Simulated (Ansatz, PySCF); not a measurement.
Gas-phase reaction (SMILES): O[Si](O)(F)F [difluoro(dihydroxy)silane] + 3 [SiH4] (SiH4) → 2 F[SiH3] [fluorosilane] + 2 O[SiH3] [hydroxysilane]; bond separation energy.

Each molecule is optimised on its own at B3LYP-D3(BJ)/def2-TZVP (Ansatz, a first-principles code), one conformer each, not searched for the lowest. Cores are frozen in the correlated levels unless marked. Spin-orbit coupling is left out. Non-relativistic. Basis-set limits of correlation are two-point, X^-3; Hartree-Fock from the larger set. Thermal terms are rigid-rotor harmonic-oscillator values from B3LYP-D3(BJ) frequencies (Ansatz or PySCF) at 298.15 K and 1 atm. 1 Eh = 627.5095 kcal/mol.

```
species        E, CCSD(T)/CBS(cc-pV(T+d)Z,cc-pV(Q+d)Z) (Ansatz) (Eh)  E, r2SCAN-D4/def2-TZVPD (Ansatz + dftd4) (Eh)  H - E (Eh)  G - E (Eh)
-------------  -----------------------------------------------------  ---------------------------------------------  ----------  ----------
O[Si](O)(F)F                                              -640.46226                                     -641.08440     0.04180     0.00488
F[SiH3]                                                   -390.71665                                     -391.17197     0.03157     0.00450
O[SiH3]                                                   -366.68281                                     -367.13044     0.04319     0.01395
[SiH4] (SiH4)                                             -291.45815                                     -291.85367     0.03520     0.01198
```

### Question
Work out ΔE and ΔH, ΔG, ΔS and the equilibrium constant at 298.15 K at the first level, then ΔH at the second.

### Answer

1. ΔE = [2×(-390.71665) + 2×(-366.68281)] - [(-640.46226) + 3×(-291.45815)] = 0.03779 Eh = 23.7 kcal/mol at CCSD(T)/CBS(cc-pV(T+d)Z,cc-pV(Q+d)Z).
2. The terms H - E add up to 0.00212 Eh, so ΔH = (0.03779 + (0.00212))×627.5095 = 25.0 kcal/mol.
3. The terms G - E add up to -0.00392 Eh, so ΔG = 21.3 kcal/mol, and ΔS = (0.00212 - (-0.00392))×627509.5/298.15 = 12.7 cal/(mol K).
4. log10 K = -ΔG/(RT ln 10) = -15.6, with RT ln 10 = 1.3642 kcal/mol.
5. At r2SCAN-D4/def2-TZVPD the same steps give ΔE = 25.5 and ΔH = 26.8 kcal/mol, a shift of +1.8 from the first level.
6. These values are not checked against measurement here, since the tables used lack a sound gas-phase enthalpy of formation for at least one species.
